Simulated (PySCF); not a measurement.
The vertical singlet excitations below were computed for one of the candidates. Theory: TDDFT wB97X-D/def2-SVPD, vertical, gas phase, core orbitals frozen in the response in PySCF. Geometries: GFN2-xTB, one conformer each.

```csv
state,E (eV),f
S1,8.14,0.0009
S2,8.19,0.0039
S3,8.26,0.015
S4,8.62,0.018
S5,8.69,0.0047
S6,8.77,0.011
S7,8.85,0.0075
S8,8.90,0.0062
```

Task: Which structure fits?
A. `CC(=O)C1=CN=NN1`
B. `CC[Si@@H](N)O[SiH3]`
C. `CO[SiH](OC)OC`

Result: C. Its S1, at 8.14 eV, is the highest among the candidates; the nearest of the others has S1 at 6.83 eV. S1 is HOMO→LUMO (46%), HOMO-2→LUMO (21%). Löwdin shares by element: HOMO oxygen 62% or more, carbon 10% or more, hydrogen 6% or more (atoms not listed hold the other 21%); LUMO carbon 32%, silicon 24% (atoms not listed hold the other 44%). At the same level the other candidates give, for their lowest levels:
- `CC[Si@@H](N)O[SiH3]`: 6.83 eV (f 0.032); 7.43 eV (f 0.012); 7.72 eV (f 0.004); 7.77 eV (f 0.001); 7.97 eV (f 0.015); T1 6.60 eV; HOMO -9.29, LUMO 1.93 eV
- `CC(=O)c1cnn[nH]1`: 4.13 eV (f 0.000); 5.03 eV (f 0.002); 5.66 eV (f 0.293); 6.40 eV (f 0.018); 6.55 eV (f 0.010); T1 3.66 eV; HOMO -9.94, LUMO -0.42 eV

The values belong to the conformer `[CH3:1][O:2][SiH:3]([O:4][CH3:5])[O:6][CH3:7]`: C1–O2–Si3–O4 40°, O2–Si3–O4–C5 -176°, O2–Si3–O6–C7 -54°.
Triplets come from the Tamm–Dancoff approximation.
